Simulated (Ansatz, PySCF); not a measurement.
C2H6GeO3, SMILES C[C](=O)[GeH]([OH])[OH]. Atoms are numbered in the order given.

```xyz
12

C      2.2409    -0.7160     0.3732
C      1.3504     0.1906    -0.4211
O      1.7467     0.9841    -1.2395
Ge    -0.6172     0.1051    -0.0782
O     -1.0767     1.1404     1.2961
O     -0.9220    -1.5512     0.4775
H      1.8828    -1.7544     0.2945
H      3.2833    -0.6251     0.0373
H      2.1626    -0.4445     1.4396
H     -1.4449     0.5028    -1.3181
H     -1.4359     1.9928     1.0285
H     -1.7382    -1.6340     0.9832
```

The structure is a stationary point at PBE0-D3(BJ)/def2-SVP. The structure was generated by enumeration, and PubChem lists no compound with its InChIKey, so it may never have been made. The values are those of a single conformer.

Two levels are set side by side: PBE-D3(BJ)/def2-SVP (Ansatz, a quantum-chemistry and plane-wave program) and PBE0-D3(BJ)/def2-SVP (Ansatz). Each level has its own optimised geometry; the coordinates shown are those of the second. Frequencies come from the Hessian of PySCF at each geometry. Differences are taken from unrounded values.

```
quantity                            PBE0-D3(BJ)  PBE-D3(BJ)  PBE-D3(BJ) minus PBE0-D3(BJ)
----------------------------------  -----------  ----------  ----------------------------
mean bond length (Å)                      1.367       1.381                         0.015
bond C1–C2 (Å)                            1.499       1.506                         0.008
bond C2–O3 (Å)                            1.207       1.218                         0.011
bond C2–Ge4 (Å)                           1.999       2.024                         0.025
bond Ge4–O5 (Å)                           1.781       1.807                         0.026
bond Ge4–O6 (Å)                           1.773       1.799                         0.026
bond C1–H7 (Å)                            1.101       1.110                         0.009
bond C1–H8 (Å)                            1.099       1.107                         0.008
bond C1–H9 (Å)                            1.103       1.112                         0.009
bond Ge4–H10 (Å)                          1.543       1.562                         0.019
bond O5–H11 (Å)                           0.963       0.975                         0.012
bond O6–H12 (Å)                           0.964       0.976                         0.012
highest harmonic wavenumber (cm⁻¹)         3912        3732                          -180
mean harmonic wavenumber (cm⁻¹)            1194        1146                           -47
zero-point energy (kcal/mol)              51.19       49.16                         -2.03
```

Exact exchange shortens and stiffens bonds; PBE has none. Differences between two approximate levels are no errors against the true value.
